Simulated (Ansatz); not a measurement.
Consider the cleavage of the Al–Ge bond: `[F][GeH2][AlH2]` + `N[SiH2][GeH3]` → `[AlH2][NH][SiH2][GeH3]` + `[F][GeH3]`.

Calculated with Ansatz (gas phase, PBE0-D4/def2-TZVP geometries, no zero-point term in ΔE). CCSD(T)/CBS adds triple-zeta CCSD(T) − MP2 to the extrapolated MP2 energy (def2 sets, frozen cores). Functionals use def2-TZVPP. B3LYP here is the variant with VWN-RPA as its local correlation; programs differ in this. HSE06 is defined as in plane-wave codes. For Ge outer-core shells are correlated without core-valence functions, which leaves a few kJ/mol of doubt a bond. Scalar relativity is left out up to krypton. One conformer a species, not always the lowest.

```
             level  ΔE (kJ/mol)  difference from CCSD(T)/CBS
       LDA (SPW92)        -80.0                         10.3
            PBE-D4        -75.8                         14.5
         revPBE-D4        -78.1                         12.2
           BLYP-D4        -86.5                          3.8
         r2SCAN-D4        -88.5                          1.8
            B97M-V        -95.2                         -4.9
           PBE0-D4        -79.1                         11.2
          B3LYP-D4        -88.0                          2.3
        r2SCANh-D4        -88.5                          1.8
        r2SCAN0-D4        -88.6                          1.7
          HSE06-D4        -78.9                         11.4
          BHLYP-D4        -92.1                         -1.8
      CAM-B3LYP-D4        -92.1                         -1.8
           ωB97X-V        -88.1                          2.2
           ωB97M-V        -90.6                         -0.3
            B2PLYP        -91.4                         -1.1
          PBE-QIDH        -88.6                          1.7
               PBE        -73.0                         17.3
            revPBE        -70.5                         19.8
              BLYP        -80.5                          9.8
            r2SCAN        -87.7                          2.6
              PBE0        -76.5                         13.8
             B3LYP        -83.5                          6.8
           r2SCANh        -87.6                          2.7
           r2SCAN0        -87.5                          2.8
             HSE06        -76.5                         13.8
             BHLYP        -88.8                          1.5
         CAM-B3LYP        -89.5                          0.8
           LC-ωPBE        -84.0                          6.3
RPA@PBE/def2-TZVPP        -93.5                         -3.2
       HF/def2-SVP        -99.7                         -9.4
      MP2/def2-SVP       -111.1                        -20.8
  CCSD(T)/def2-SVP       -104.3                        -14.0
     HF/def2-TZVPP        -93.2                         -2.9
    MP2/def2-TZVPP       -101.1                        -10.8
SCS-MP2/def2-TZVPP       -100.2                         -9.9
     HF/def2-QZVPP        -94.7                         -4.4
    MP2/def2-QZVPP        -99.6                         -9.3
SCS-MP2/def2-QZVPP        -99.2                         -8.9
      HF/CBS(def2)        -94.9                         -4.6
       CCSD(T)/CBS        -90.3                            0
```

Largest T1 diagnostic among the species: 0.012.

Leaving LDA and LC-ωPBE aside and taking each functional with its dispersion term where it has one, the values spread over 19.4 kJ/mol, from B97M-V to PBE-D4. LDA lies −7.0 kJ/mol from PBE without D4. At CCSD(T), def2-SVP lies −14.0 kJ/mol from the extrapolated value and def2-TZVPP −3.5 kJ/mol.
